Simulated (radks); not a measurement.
Values are calculated unless marked as measured or tabulated.
Question: Sn2+, 48 electrons, occupied as [Kr] 4d10 5s2 (the NIST ground configuration). Code: a radial shooting solver on a logarithmic mesh with Libxc functionals. Model: scalar-relativistic Kohn-Sham, PBE, spin-polarised, spherical densities, finite nucleus; Fermi nuclear charge, rms radius 4.6519 fm. Some entries of the table are withheld. Estimate them.

| orbital | occ. | eigenvalue (eV) | <1/r> (bohr^-1) |
|---|---|---|---|
| 1s | 2 | (1) | 53.08 |
| 2s | 2 | -4397.440 | 12.11 |
| 2p | 6 | (2) | 11.65 |
| 3s | 2 | -862.7195 | 4.302 |
| 3p | 6 | -716.3248 | 4.095 |
| 3d | 10 | -490.9344 | (3) |
| 4s | 2 | (4) | 1.695 |
| 4p | 6 | -107.1540 | 1.538 |
| 4d | 10 | (5) | (6) |
| 5s | 2 | -26.0907 | 0.5812 |

Answer: 
(1) 1s eigenvalue (eV): -29030.09
(2) 2p eigenvalue (eV): -3949.522
(3) 3d <1/r> (bohr^-1): 3.865
(4) 4s eigenvalue (eV): -151.3784
(5) 4d eigenvalue (eV): -43.2093
(6) 4d <1/r> (bohr^-1): 1.222
